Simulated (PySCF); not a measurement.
## Identify the compound

An unknown has the formula C4H9FO2Si2. Its calculated NMR data are:

1H NMR (600 MHz, computed): δ 7.15 (m, 1H), 5.83 (m, 1H), 5.58 (m, 1H), 5.57 (m, 1H), 5.57 (m, 1H), 5.46 (m, 1H), 3.73 (s, 3H).

13C{1H} NMR (computed): δ 167.6 (CH), 145.9 (C), 113.2 (CH), 57.8 (CH3).

No relativistic terms, no solvent model, rapidly exchanging positions averaged, single conformer. NMR shieldings at PBE0/pcSseg-1/GIAO; geometry: GFN2-xTB; PySCF.

References, each an isolated molecule treated in the same way: 1H, 13C against TMS.

Choose the structure that fits.
A. CO[C@H]1C=C(F)[SiH2][SiH2]O1
B. O=C(O)[SiH2]C/C([SiH3])=C\F
C. CO[C@@H]1C=C([SiH2]F)[SiH2]O1

Results:

C. 

- Rings plus π bonds: 2 (1 ring in the answer).
- 4 carbon signals for 4 carbons: no two carbons are equivalent.
- Carbon types of the structure: 1 × C, 2 × CH, 1 × CH3, leaving 4 H on heteroatoms.
- δC 167.6: alkene CH.
- δC 145.9: fully substituted alkene carbon; an sp2 carbon of a C=C bond.
- δC 113.2: sp3 carbon bearing two oxygens; 2 electronegative neighbours deshield it.
- δH 7.15: hydrogen on an alkene CH; a vinylic proton, deshielded by the sp2 carbon and the C=C anisotropy.
- δH 3.73: hydrogen on a methyl carbon bonded to O; its carbon carries O, which withdraws density.

The others: CO[C@H]1C=C(F)[SiH2][SiH2]O1 has carbons computed at 179.3, 135.4, 98.7, 59.3; O=C(O)[SiH2]C/C([SiH3])=C\F would give 4 signals for carbon-bound and other non-exchanging H, not 7.

Splittings by 19F in the carbon and heteronuclear signals aren't shown, as no couplings were computed. Shifts are as computed. Against solution values, carbons near 30 ppm lie about +3 ppm off and those near 130 ppm about +5 ppm. Of 1309 compounds with measured shifts, 239 miss one by over three times the rms of a fit or turn the order of signals round; such compounds aren't used in these exercises. No couplings were computed; multiplicities are counted from neighbouring protons, with m where these are inequivalent, close in shift, in a saturated or five-membered ring or joined by F or P, and br s for small geminal =CH2 splittings.
